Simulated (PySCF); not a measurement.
Job file and geometry (Å, from GFN2-xTB) of a spin–spin coupling run on SMILES O1B(CC)OCC1, C4H9BO2, B3LYP/pcJ-1 indirect spin-spin coupling, non-relativistic, gas phase (PySCF 2.14.0, density-fitted response routines); density fitting, a coarse starting grid and PySCF grid level 2 are the driver's defaults:

```
$ OMP_NUM_THREADS=1 python probes_run.py task.json out

{"job": {"kind": "j", "xc": "B3LYP", "basis": "pcJ-1"}, "charge": 0, "multiplicity": 1}
C      2.500800     0.081231     0.486666
C      1.442944    -0.901849    -0.022832
B     -0.035026    -0.332703     0.071432
O     -1.117291    -1.072168     0.458188
C     -2.273202    -0.261059     0.414989
C     -1.764762     1.124678    -0.050044
O     -0.376173     0.954171    -0.236783
H      2.369610     0.263485     1.550534
H      2.409390     1.029881    -0.034903
H      3.502132    -0.312727     0.325593
H      1.665353    -1.136247    -1.066358
H      1.520725    -1.838983     0.528684
H     -2.987656    -0.701764    -0.286963
H     -2.721539    -0.228823     1.412492
H     -2.215447     1.438700    -0.996450
H     -1.927456     1.903121     0.701827
```

**Question.** What does the program print?

**Answer.** 
```
coarse grid: 13184 points
cycle   1  E = -333.0384321830  dE =  8.707e-01  |g| = 9.011e-01  |ddm| = 3.114e+00
cycle   2  E = -332.8541529755  dE =  1.843e-01  |g| = 1.366e+00  |ddm| = 1.554e+00
cycle   3  E = -333.1848728758  dE = -3.307e-01  |g| = 1.043e-01  |ddm| = 1.011e+00
cycle   4  E = -333.1865410226  dE = -1.668e-03  |g| = 5.056e-02  |ddm| = 9.141e-02
cycle   5  E = -333.1871292593  dE = -5.882e-04  |g| = 7.754e-03  |ddm| = 3.784e-02
cycle   6  E = -333.1871412298  dE = -1.197e-05  |g| = 1.687e-03  |ddm| = 6.032e-03
cycle   7  E = -333.1871418473  dE = -6.175e-07  |g| = 4.427e-04  |ddm| = 1.499e-03
final grid: 126808 points
cycle   8  E = -333.2604750616  dE = -1.804e-04  |g| = 7.151e-03  |ddm| = 2.040e-02
cycle   9  E = -333.2604695500  dE =  5.512e-06  |g| = 8.457e-03  |ddm| = 9.901e-03
cycle  10  E = -333.2604857434  dE = -1.619e-05  |g| = 9.996e-04  |ddm| = 5.680e-03
cycle  11  E = -333.2604858214  dE = -7.794e-08  |g| = 7.367e-04  |ddm| = 9.999e-04
cycle  12  E = -333.2604859122  dE = -9.089e-08  |g| = 3.971e-05  |ddm| = 4.319e-04
cycle  13  E = -333.2604859125  dE = -2.846e-10  |g| = 1.554e-05  |ddm| = 4.393e-05
converged SCF energy = -333.2604859125

Indirect spin-spin couplings (Hz)
  i      j    bonds     total        FC       PSO       DSO        SD
  0 C    1 C    1     30.649    30.320     0.160     0.169         -
  0 C    2 B    2     -2.020    -1.911    -0.131     0.070    -0.047
  0 C    3 O    3     -1.355    -1.334    -0.043     0.022         -
  0 C    4 C    4      0.169     0.179     0.047    -0.056         -
  0 C    6 O    3     -0.690    -0.762     0.091    -0.019         -
  0 C    7 H    1    131.549   129.707     1.220     0.622         -
  0 C    8 H    1    133.799   132.064     1.100     0.635         -
  0 C    9 H    1    133.668   131.871     1.210     0.587         -
  0 C   10 H    2     -5.600    -5.680     0.265    -0.185         -
  0 C   11 H    2     -3.922    -4.005     0.286    -0.203         -
  0 C   13 H    5      0.265     0.282     0.165    -0.182         -
  0 C   14 H    5      0.252     0.261     0.218    -0.227         -
  1 C    2 B    1     78.403    79.015    -1.402     0.357     0.433
  1 C    3 O    2    -11.042   -11.315     0.285    -0.012         -
  1 C    4 C    3      2.166     2.183     0.056    -0.072         -
  1 C    5 C    3      1.951     1.955     0.070    -0.074         -
  1 C    6 O    2     -9.934   -10.216     0.293    -0.012         -
  1 C    7 H    2     -2.570    -2.660     0.265    -0.175         -
  1 C    8 H    2     -3.602    -3.710     0.267    -0.159         -
  1 C    9 H    2     -3.838    -3.889     0.267    -0.215         -
  1 C   10 H    1    122.595   120.313     1.466     0.815         -
  1 C   11 H    1    128.203   126.099     1.295     0.809         -
  1 C   12 H    4     -0.308    -0.284     0.244    -0.268         -
  1 C   13 H    4     -0.322    -0.296     0.249    -0.275         -
  1 C   14 H    4     -0.303    -0.281     0.253    -0.276         -
  1 C   15 H    4     -0.288    -0.265     0.258    -0.281         -
  2 B    3 O    1      0.725    -4.487     5.669    -0.185    -0.272
  2 B    4 C    2      0.317     0.510    -0.157    -0.010    -0.027
  2 B    5 C    2      0.497     0.686    -0.153    -0.009    -0.027
  2 B    6 O    1      0.312    -4.856     5.620    -0.188    -0.265
  2 B    7 H    3      1.722     1.715    -0.217     0.239    -0.014
  2 B    8 H    3      2.839     2.947    -0.346     0.252    -0.014
  2 B    9 H    3     10.600    10.550     0.382    -0.351     0.019
  2 B   10 H    2     -6.571    -6.766    -0.166     0.208     0.154
  2 B   11 H    2     -6.817    -6.736    -0.310     0.156     0.073
  2 B   12 H    3      1.915     2.099     0.378    -0.522    -0.040
  2 B   13 H    3      2.002     2.184     0.387    -0.530    -0.039
  2 B   14 H    3      2.129     2.310     0.389    -0.531    -0.038
  2 B   15 H    3      1.833     2.016     0.375    -0.519    -0.040
  3 O    4 C    1     20.343    21.311    -0.837    -0.130         -
  3 O    5 C    2     -0.335    -0.815     0.481     0.000         -
  3 O    8 H    4      0.181     0.156    -0.098     0.123         -
  3 O    9 H    4     -1.307    -1.300    -0.145     0.139         -
  3 O   10 H    3     -0.748    -0.784    -0.038     0.074         -
  3 O   11 H    3     -1.119    -1.195     0.175    -0.099         -
  3 O   12 H    2     -7.014    -6.470    -0.622     0.078         -
  3 O   13 H    2     -7.184    -6.637    -0.625     0.078         -
  3 O   14 H    3     -0.129    -0.207    -0.143     0.222         -
  3 O   15 H    3     -0.105    -0.178    -0.145     0.217         -
  4 C    5 C    1     31.757    31.759    -0.259     0.257         -
  4 C    6 O    2     -0.333    -0.804     0.472    -0.001         -
  4 C    9 H    5      0.414     0.426     0.263    -0.274         -
  4 C   11 H    4     -0.218    -0.203     0.271    -0.285         -
  4 C   12 H    1    152.848   151.915    -0.043     0.976         -
  4 C   13 H    1    153.083   152.153    -0.045     0.976         -
  4 C   14 H    2      0.228     0.333    -0.024    -0.081         -
  4 C   15 H    2      0.180     0.288    -0.028    -0.080         -
  5 C    6 O    1     20.042    21.005    -0.830    -0.132         -
  5 C   10 H    4     -0.346    -0.335     0.266    -0.277         -
  5 C   11 H    4      0.452     0.472     0.315    -0.335         -
  5 C   12 H    2      0.210     0.317    -0.026    -0.082         -
  5 C   13 H    2      0.286     0.392    -0.025    -0.081         -
  5 C   14 H    1    153.046   152.119    -0.052     0.979         -
  5 C   15 H    1    152.816   151.886    -0.052     0.981         -
  6 O    9 H    4      0.242     0.211    -0.093     0.124         -
  6 O   10 H    3      0.367     0.337     0.008     0.022         -
  6 O   11 H    3     -4.377    -4.440    -0.129     0.192         -
  6 O   12 H    3     -0.119    -0.188    -0.146     0.216         -
  6 O   13 H    3     -0.158    -0.234    -0.143     0.219         -
  6 O   14 H    2     -7.160    -6.612    -0.622     0.074         -
  6 O   15 H    2     -7.074    -6.532    -0.614     0.072         -
  7 H    8 H    2    -13.568   -13.665     2.667    -2.570         -
  7 H    9 H    2    -12.748   -12.834     2.827    -2.741         -
  7 H   10 H    3     16.568    16.658     2.725    -2.815         -
  7 H   11 H    3      4.653     4.758     0.311    -0.417         -
  8 H    9 H    2    -12.697   -12.780     2.820    -2.736         -
  8 H   10 H    3      3.238     3.343     0.435    -0.539         -
  8 H   11 H    3     16.478    16.558     2.721    -2.801         -
  9 H   10 H    3      6.624     6.741     0.233    -0.350         -
  9 H   11 H    3      3.538     3.666     0.462    -0.590         -
 10 H   11 H    2    -16.373   -16.581     2.321    -2.113         -
 10 H   12 H    5      0.443     0.521     0.641    -0.719         -
 10 H   13 H    5      0.192     0.279     1.263    -1.351         -
 10 H   14 H    5      0.230     0.306     0.594    -0.669         -
 10 H   15 H    5      0.351     0.438     1.235    -1.322         -
 11 H   14 H    5     -0.156    -0.059     1.226    -1.323         -
 11 H   15 H    5      0.172     0.271     1.075    -1.173         -
 12 H   13 H    2     -8.681    -8.729     2.293    -2.245         -
 12 H   14 H    3     11.118    11.157    -0.476     0.436         -
 12 H   15 H    3      7.600     7.746     1.956    -2.101         -
 13 H   14 H    3      7.219     7.364     1.926    -2.071         -
 13 H   15 H    3     11.048    11.088    -0.482     0.442         -
 14 H   15 H    2     -8.672    -8.720     2.279    -2.232         -
```

Size and cost of the density-fitted run: 279 basis functions, 66 s wall time on 1 thread of an Arm Neoverse V2, shared host; peak memory 1.1 GiB.
